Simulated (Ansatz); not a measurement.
## Calibrating wB97M-V/def2-TZVPP on S-containing molecules

The vertical ionisation energy (cation less neutral) in eV of 8 S-containing molecules: x at wB97M-V/def2-TZVPP, y at CCSD(T)/def2-TZVPP. Shapes, held fixed at every level: PBE0-D4/def2-TZVP. Programs: Ansatz 0.2.0.

```
                         molecule  x (eV)  y (eV)
P4S3 (tetraphosphorus trisulfide)    9.08    9.04
              CH4S (methanethiol)    9.41    9.37
          C2H4OS (SMILES O=S1CC1)    9.56    9.59
                        InH3(SH2)   10.03    9.98
          SF2 (sulfur difluoride)   10.19       ?
                        GaH3(SH2)   10.40   10.44
     S2F2 (Thio-thionyl fluoride)   10.51   10.48
          SOF2 (thionyl fluoride)   12.47   12.47
```

Task: Fit y = c + s·x to the known rows and predict y for SF2.

Result: 
1. Means of the 7 rows: x = 10.2086, y = 10.196.
2. Σ(Δx)² = 7.6055, Σ(Δx·Δy) = 7.6707, so the slope is 7.6707/7.6055 = 1.0086.
3. Intercept: 10.196 − (1.0086) × 10.2086 = -0.100. The largest residual of the fit is 0.051.
4. SF2: -0.100 + 1.0086 × 10.19 = 10.18 eV.

CCSD(T)/def2-TZVPP gives 10.11 eV, so the prediction is off by +0.07 eV, more than the largest residual. Uncorrected, wB97M-V/def2-TZVPP misses it by +0.08 eV, and the other rows by 0.03 on average. The line removes about 10 % of this miss. Left out in turn, the other rows are missed by 0.04 eV on average, worse than no correction. Cations run unrestricted. T1 is large for P4S3 (0.022), so single-reference values are less sure there. For atoms past krypton def2 sets carry core potentials with scalar relativity. Relativity is left out for Ga. Outer-core shells of Ga, In are correlated, in sets that cover them unevenly.
